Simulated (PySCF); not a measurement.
A GIAO shielding run with PySCF 2.14 (density fitting, non-relativistic, gas phase) on SMILES CC(=O)CSCC[SiH3], C₅H₁₂OSSi:

```
$ OMP_NUM_THREADS=1 python probes_run.py task.json out

{"job": {"kind": "nmr", "xc": "PBE0", "basis": "pcSseg-1"}, "charge": 0, "multiplicity": 1}
C     -3.126863     0.253930    -0.671524
C     -1.831352    -0.507036    -0.715521
O     -1.130841    -0.580470    -1.694648
C     -1.430137    -1.133186     0.595543
S     -0.756465     0.195430     1.660894
C      0.672625     0.778094     0.674673
C      1.760052    -0.259483     0.513135
Si     3.315772     0.466890    -0.313266
H     -3.950719    -0.455089    -0.606323
H     -3.155621     0.888194     0.211444
H     -3.242979     0.853597    -1.570043
H     -2.281656    -1.527515     1.145631
H     -0.668208    -1.900437     0.464544
H      0.293421     1.112013    -0.290654
H      1.023754     1.643720     1.236180
H      1.384614    -1.082892    -0.096569
H      2.012976    -0.672413     1.491830
H      3.863487     1.511015     0.555889
H      4.286509    -0.614480    -0.478301
H      2.956482     1.040795    -1.608551
```

Hardware: 1 thread of an Arm Neoverse N1, shared host. The job also computes population analyses, field gradients.

(1) How large is the calculation?

(2) How long does it take, and how much memory does it need?

Results:

(1) 80 electrons, 210 basis functions and 1134 auxiliary functions.

(2) 74 s of wall time, with 14 SCF cycles and 5 response iterations; peak memory 0.93 GiB. Times on a shared host scatter by some tens of per cent.
